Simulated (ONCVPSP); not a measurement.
# magnesium, ONCV: configuration errors across variants

| Quantity | Value |
| --- | --- |
| Element | Mg |
| Generator | ONCVPSP 4.0.1 |
| Type | optimised norm-conserving Vanderbilt (ONCV) |
| Functional | LDA (Perdew-Wang 92) |
| Relativity | scalar-relativistic |
| Frozen core | [Ne] |
| Valence charge | 2 |
| Reference configuration | 3s2 |
| Partial waves | 3s: rc 2.00 bohr, ncon 4, nbas 8, qcut 2.6 1/bohr, 1 projector; p scattering state at 0.45 Ha: rc 1.85 bohr, ncon 4, nbas 7, qcut 4.5 1/bohr, 2 projectors, debl 3.2 Ha; d scattering state at 0.04 Ha: rc 1.95 bohr, ncon 4, nbas 7, qcut 4.3 1/bohr, 1 projector |
| Local potential | polynomial inside 1.85 bohr (lpopt 5, dvloc0 0 Ha) |
| Core correction | polynomial model core, fcfact 0.35 |

All-electron excitation energies from the reference (eV): (1) 3s1 8.068; (2) 3s1.5 3.189; (3) 3s1 3p1 3.521; (4) 3s0 3p2 7.266.

Errors AE − PS in meV (a dash: test not solved or not reliable):

| change | (1) | (2) | (3) | (4) | bound ghosts | GHOST(+) flags above zero |
| --- | --- | --- | --- | --- | --- | --- |
| base | +2.0 | +0.6 | +16 | +24 | none | none |
| core correction polynomial model core, fcfact 0.2 | +2.8 | +0.7 | +16 | +27 | none | none |
| core correction polynomial model core, fcfact 0.28 | +2.3 | +0.7 | +16 | +25 | none | none |
| core correction polynomial model core, fcfact 0.48 | +1.8 | +0.6 | +16 | +23 | none | none |
| core correction polynomial model core, fcfact 0.58 | +1.7 | +0.6 | +15 | +23 | none | none |
| core correction polynomial model core, fcfact 0.8 | +1.5 | +0.6 | +15 | +22 | none | none |
| core correction polynomial model core, fcfact 1.08 | +1.5 | +0.6 | +15 | +22 | none | none |
| core correction polynomial model core, fcfact 1.24 | +1.4 | +0.6 | +15 | +22 | none | none |

Question: Give the same row for: core correction polynomial model core, fcfact 0.92.

Answer: +1.5, +0.6, +15, +22; bound ghosts: none; GHOST(+) flags above zero: none.
